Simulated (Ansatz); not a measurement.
Molecule: C$_{2}$H$_{4}$BF$_{2}$, charge 0, multiplicity 2. It need not be the lowest isomer of its formula. 
Structure (B3LYP-D3(BJ)/def2-TZVP (Ansatz, a program for electronic structure) minimum search):
```
C
H 1 1.0858
C 1 1.4837 2 116.56
H 3 1.0892 1 112.46 2 180.00
H 3 1.0971 4 108.39 1 123.02
H 3 1.0971 4 108.39 5 113.96
B 1 1.5242 2 118.73 3 180.00
F 7 1.3322 1 121.91 2 0.00
F 7 1.3337 8 116.36 1 -180.00
```
Charge 0, spin multiplicity 2.

Basis-set convergence of Hartree-Fock and MP2 correlation energies (hartree) with Ansatz. Correlated levels leave the core frozen unless marked. Open shells are spin-unrestricted. No spin-orbit coupling. Non-relativistic.

| basis | functions | E(HF) | E(corr, MP2) |
|---|---|---|---|
| cc-pVDZ | 90 | -301.74592 | -0.70508 |
| cc-pVTZ | 206 | -301.84959 | -0.90724 |
| cc-pVQZ | 395 | -301.87242 | -0.98078 |

Extrapolating the two largest sets (X = 3 and 4) as X^-3: E(corr) = (64·(-0.98078) - 27·(-0.90724))/37 = -1.0344 Eh, an estimate of the basis-set limit. The largest set recovers 94.8 % of it, the smallest 68.2 %.
